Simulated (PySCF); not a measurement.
**Nickel: highly charged ions in a basis for the neutral atom**

Ni²³⁺ [He] 2s2 2p1, Ni²⁴⁺ [He] 2s2. All numbers are calculated (PySCF 2.14, scalar relativity by spin-free X2C-1e, in x2c-TZVPall). No spin-orbit coupling, so a gap to NIST mixes the basis error with missing relativistic terms.

Changed run: basis of the neutral atom used for a highly charged ion. This setting is unsound on purpose.

```
species  method  sound run (hartree)  changed run (hartree)  converged
  Ni²³⁺     UHF              not run            -1024.04987        yes
  Ni²³⁺    MN15              not run            -1024.86260        yes
  Ni²³⁺    BP86              not run            -1024.39675        yes
  Ni²⁴⁺     UHF              not run             -946.30668        yes
  Ni²⁴⁺    MN15              not run             -947.17725        yes
  Ni²⁴⁺    BP86              not run             -946.59631        yes
```

Ionisation energy of Ni²³⁺:

| method | changed run (eV) | NIST (eV) |
| --- | --- | --- |
| UHF | 2115.5 | 2130.5 ± 0.9 |
| MN15 | 2113.9 | 2130.5 ± 0.9 |
| BP86 | 2117.1 | 2130.5 ± 0.9 |

The contracted functions were made for the neutral atom and can be too rigid for a highly charged ion.
